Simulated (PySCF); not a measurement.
# Exercise with solution: oscillator strength and radiative lifetime

C2H8FNOSi, SMILES CC[Si@](N)(O)F.

Coordinates come from a B3LYP-D3(BJ)/def2-SVP optimisation. The structure was generated by enumeration; whether it is a known compound was not checked. One conformer was computed; it need not be the lowest.

TDDFT-PBE/def2-SVPD (PySCF) puts the first singlet state with f over 0.02 at 6.64 eV (vertical), with the transition dipole (0.423, -0.015, -0.182) in atomic units.

**Question.** Find the oscillator strength, the wavelength and the radiative lifetime that this transition would have in vacuum if emission retraced absorption.

**Answer.** 
|μ|² = 0.2123 au, so |μ| = 1.17 D. ΔE = 6.64/27.211 = 0.2440 hartree. f = (2/3) ΔE |μ|² = 0.035 (the program prints 0.034).
λ = 1239.84/6.64 = 187 nm; ν = 53555 cm⁻¹.
Einstein's coefficient A = 0.6670 ν² f s⁻¹ (ν in cm⁻¹) = 6.6e7 s⁻¹, so τ = 1/A = 15 ns. This state is S3; the lower singlets have f = 0.019, 0.008. The figure is the radiative limit of this one transition; relaxation, internal conversion, crossing to triplets and a medium change what is measured.
